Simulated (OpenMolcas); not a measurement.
## Tc3+ in a point-charge field

Tc3+ among 6 point charges of -1.7 e arranged as a trigonal antiprism (D3d), 2.07 Å from the ion, with a polar angle of 48.2° against the regular 54.74°.
```
   0.0000    1.5423    1.3806  -1.70
  -1.3357   -0.7712    1.3806  -1.70
   1.3357   -0.7712    1.3806  -1.70
   0.0000   -1.5423   -1.3806  -1.70
   1.3357    0.7712   -1.3806  -1.70
  -1.3357    0.7712   -1.3806  -1.70
```

```yaml
Program: OpenMolcas
Method: "SS-CASPT2, IPEA 0.25 Eh, imaginary shift 0.1 Eh (closed shells correlated: 4s 4p)"
Basis: ANO-RCC-VTZP [7s6p4d2f1g]
Scalar_Hamiltonian: DKH2, point nucleus
Active_space: 4 electrons in 5 orbitals (4d)
State_averaging: 2S+1 = 5 even, 5 roots; 2S+1 = 3 even, 45 roots; 2S+1 = 1 even, 50 roots
Spin-orbit_coupling: state interaction with AMFI integrals over the reference wave functions
```

The lowest spin-free states (labels of D3, the rotations of D3d), above the lowest:

```csv
State,Degeneracy,E (cm-1),Free-ion L (%)
5E,2,0,D (100)
5A1,1,6040,D (100)
3E,2,9490,H (44)
3A2,1,10940,H (49)
5E,2,11650,D (100)
3A2,1,14310,H (42)
3E,2,15420,H (52)
3E,2,15970,H (76)
3A1,1,16180,G (52)
1A1,1,16590,G (55)
3E,2,16730,H (39)
1E,2,17290,I (61)
3A1,1,17920,F (65)
1E,2,18010,I (60)
3A2,1,18010,F (92)
3E,2,19470,G (30)
1A1,1,21620,G (42)
3E,2,21870,H (56)
1E,2,22540,I (52)
1A1,1,22860,I (66)
```

The lowest levels with spin-orbit coupling:

```csv
E (cm-1),Degeneracy,Label,2S+1,g
0,1,A1,5,
9,2,E,5,0.00 0.00 5.90
280,1,A2,5,
370,2,E,5,0.00 0.00 1.86
570,2,E,5,0.00 0.00 5.25
800,1,A1,5,
800,1,A2,5,
6510,2,E,5,0.00 0.00 7.92
6550,2,E,5,0.00 0.00 3.96
6560,1,A1,5,
9220,1,A1,3,
9470,1,A2,3,
9850,2,E,3,0.00 0.00 3.27
10380,2,E,3,0.00 0.00 0.23
11080,1,A1,3 (53 %),
11220,1,A2,5,
11360,1,A1,5 (51 %),
11440,2,E,3,0.00 0.00 3.33
11710,2,E,5,0.00 0.00 0.53
12100,2,E,5,0.00 0.00 3.19
```

Powder χT (cm3 K/mol): 0.463 at 2 K, 1.44 at 10 K, 1.72 at 50 K, 1.82 at 100 K, 1.99 at 200 K, 2.14 at 300 K. The effective moment at 300 K is 2.828 √(χT) = 4.14 μB.

The lowest level has 2S+1 = 5, for which the spin-only value is χT = S(S+1) / 2 = 3.000 cm3 K/mol (g = 2). The computed 2.144 at 300 K differs by -0.856, through orbital momentum, spin-orbit coupling and any other state in reach.

Roots that are degenerate in the reference are averaged as groups; the widest CASPT2 spread within a group is 460 cm-1 (the 2-fold group of multiplicity 1 near 38000 cm-1 above the lowest state of its run). Shifts and gaps below about the spread of the groups concerned are not significant. Over all roots computed the reference weight is 0.85 to 0.94; the roots of lowest weight are the least certain, and an intruder state may touch them. An orbital doublet at a regular site is open to a Jahn-Teller distortion, which this geometry leaves out. This shell can be high or low spin here, a state of another spin lies low, and with metal d orbitals alone active their balance is uncertain, so the ground spin may be wrong. Point charges give a weaker field than real ligands, and real ions of this kind are as a rule low spin; the high spin found here belongs to the model. Free-ion shares, where given, are those of the reference states; single-state CASPT2 does not remix them. This is an electrostatic model: the charges have no orbitals. No measured value stands beside these numbers.

With an even number of electrons the g values are those of a degenerate or nearly degenerate non-Kramers pair.
